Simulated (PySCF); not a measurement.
Compound: C₇H₁₂BF.
Structure used (PBE0-D3(BJ)/def2-SVP), in Å, numbered top down from 1:
```xyz
21
C7H12BF angstrom
C      3.3702    0.4812    0.5130
C      2.1013    0.1990    0.2386
C      1.1678    0.4621   -0.9222
C     -0.0021    0.4542    0.1076
B     -1.4505   -0.0857   -0.1876
C     -2.2010   -0.8716    0.9468
C     -2.0806    0.1096   -1.6137
C      0.9508   -0.2309    1.1089
F      0.9369    0.2071    2.4034
H      3.7750    0.3045    1.5131
H      4.0361    0.9141   -0.2384
H      1.1142   -0.3814   -1.6307
H      1.3419    1.3833   -1.4975
H     -0.1453    1.4899    0.4771
H     -1.8650   -0.6070    1.9612
H     -3.2988   -0.8299    0.8897
H     -1.9236   -1.9359    0.8056
H     -1.6206    0.9149   -2.2064
H     -3.1742    0.2361   -1.6021
H     -1.8896   -0.8310   -2.1673
H      0.8200   -1.3297    1.1275
```

The closed-shell ground state was solved at several levels (PySCF, density fitting, gas phase, non-relativistic).

```json
{"level": "wB97X-D/pcSseg-1", "basis functions": "213", "HOMO (eV)": "-9.20", "LUMO (eV)": "1.37", "gap (eV)": "10.57", "dipole (D)": "1.90"}
{"level": "PBE0/pcSseg-1", "basis functions": "213", "HOMO (eV)": "-7.34", "LUMO (eV)": "-0.52", "gap (eV)": "6.82", "dipole (D)": "1.87"}
```

**Question.** What might PBE0/def2-SVPD (279 basis functions) give for the same quantities?

**Answer.** HOMO -7.37 eV, LUMO -0.53 eV, gap 6.84 eV, dipole 1.96 D.

**Question.** Over all these levels, which gives the widest orbital gap and which the narrowest?

**Answer.** wB97X-D/pcSseg-1 (range-separated hybrid) has the widest, 10.57 eV, and PBE0/pcSseg-1 (global hybrid, 25 % exact exchange) the narrowest, 6.82 eV. The two share the basis. From the narrowest to the widest the HOMO moves by -1.86 eV and the LUMO by +1.89 eV.

**Question.** How far do the dipole and the HOMO energy spread over the levels?

**Answer.** The dipole runs from 1.87 to 1.96 D (mean 1.91 D) and the HOMO from -9.20 to -7.34 eV.

One conformer stands for the species.
